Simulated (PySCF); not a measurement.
## Bond length, frequency and bond energy of CdP⁺ by level of theory

State: ³Σ⁻ (triplet), unpaired electrons π ↑↑. Set-up: Cd def2-SVPD with ECP28, P def2-SVPD; scalar-relativistic core potentials (PySCF 2.14). De refers to Cd⁺ + P in their high-spin ground configurations, without counterpoise correction. The functionals are run spin-unrestricted. A positive dipole points towards P; it is taken about the centre of mass and depends on that origin.

```
       Level  Re (Å)  ωe (cm⁻¹)  De (eV)  μ (D)  CPU s a point (SCF and correlation, without the integrals)
        ROHF   2.547        272    0.099  -2.10                                                        0.16
    ROHF-MP2   2.498        275     1.26    n/a                                                        0.31
ROHF-SCS-MP2   2.521        265     1.28    n/a                                                         n/a
   ROHF-CCSD   2.548        251     1.28    n/a                                                         n/a
ROHF-CCSD(T)   2.554        246     1.44    n/a                                                          17
         PBE   2.511        256     2.08   0.03                                                        0.54
      r²SCAN   2.487        266     1.81  -0.46                                                        0.73
       M06-L   2.511        256     1.74  -0.59                                                        0.75
        PBE0   2.501        265     1.74  -0.55                                                        0.96
     r²SCAN0   2.488        268     1.59  -0.80                                                        0.88
   BHandHLYP   2.530        253     1.50  -0.64                                                        0.55
```

The bond length runs from 2.487 Å (r²SCAN) to 2.554 Å (ROHF-CCSD(T)). De spans 0.10 eV (ROHF, mean field) to 2.08 eV (PBE, GGA). Correlation at CCSD(T) changes the Hartree–Fock bond energy by +1.34 eV; the triples alone change it by +0.16 eV.

Correlated steps freeze 5 core orbitals. Correlated levels converge slowly with the basis: in double zeta they bind strong bonds too weakly, by up to about 1 eV, and carry superposition errors of some tenths. Spin–orbit coupling is left out. For an ion De counts to the pair picked by the measured ionisation energies or electron affinities, which need not be the lowest pair at this level. UHF is strongly spin-contaminated for CdP⁺, so the ROHF reference used there is far from stable. The state is the lowest determinant that a PBE0 search found; another state may lie lower at other levels.

The whole job (state search and all levels along the bond) took about 3.9 min on 1 thread of Oxide Virtual Turin-like (shared host), peak memory 0.8 GiB.
